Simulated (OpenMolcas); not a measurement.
Levels of neutral arsenic by method

* Program: OpenMolcas 26.06
* Basis: ANO-RCC-VQZP [7s6p4d2f1g]
* Scalar Hamiltonian: DKH2, point nucleus
* Active space: 5 electrons in 9 orbitals (RAS2 4s 4p; RAS3 4d, at most 2 electrons)
* State averaging: 2S+1 = 4 odd, 1 root; 2S+1 = 2 odd, 8 roots; 2S+1 = 4 even, 3 roots; 2S+1 = 2 even, 5 roots (0 in the spin-orbit step)
* Spin-orbit coupling: RASSI with atomic mean-field integrals over the reference wave functions, term energies averaged over their components

Methods on the same reference wave functions:
A. RASSCF
B. SS-RASPT2, IPEA 0.25 Eh, imaginary shift 0.1 Eh (closed shells correlated: 3d)

Energies in eV above 4s² 4p³ ⁴S°_3/2, the measured ground level; measured values from NIST Handbook of Basic Atomic Spectroscopic Data.

| Level | A | B | Measured |
| --- | --- | --- | --- |
| 4s² 4p³ ⁴S°_3/2 | 0.0000 | 0.0000 | 0.0000 |
| 4s² 4p³ ²D°_3/2 | 1.7227 | 1.354 | 1.3133 |
| 4s² 4p³ ²D°_5/2 | 1.7498 | 1.382 | 1.3533 |
| 4s² 4p³ ²P°_1/2 | 2.7293 | 2.331 | 2.2548 |
| 4s² 4p³ ²P°_3/2 | 2.7614 | 2.365 | 2.3120 |

Deviations, from unrounded energies. A percentage is the sum of absolute deviations over the sum of measured energies, with the sign that they share, or ± where signs differ.

```csv
Against measurement,Levels,A,B
mean absolute deviation (cm-1),4,3500,400
other terms of the ground configuration (%),4,+23.9,+2.7
```

B lies closest to measurement on these levels. The largest miss of B in the table is 4s² 4p³ ²P°_1/2, by +610 cm-1. The ranking rests on the paired levels alone, and a cruder setting can come out closer through cancelling errors.

From A to B the spin-free energies of the other terms of 4s² 4p³ shown, above ⁴S°, scale by factors of 0.79 to 0.85.

The lowest spin-free term lies below A's lowest term by 0.125 hartree in B.

Some high roots are left out of the spin-orbit mixing, which shifts the levels that they would mix with. Active for correlation alone: 4d; no level in the range computed is led by a configuration that fills it, so any true level of that kind is missing. Without dynamic correlation excited terms often stand tens of per cent too high (terms of higher spin than the ground term too low), and those without a measured partner can miss by more than the paired ones (holds for A). Measured partners are found by configuration, term and J. A level has none where our copy of the source lacks it or the pairing is in doubt (some pairs that miss far off the trend of their configuration count as doubtful), and it then counts in no deviation. Levels of configurations outside the active space are missing. Levels that lie high or do not pair safely by name in every column are left out.

° marks odd parity.
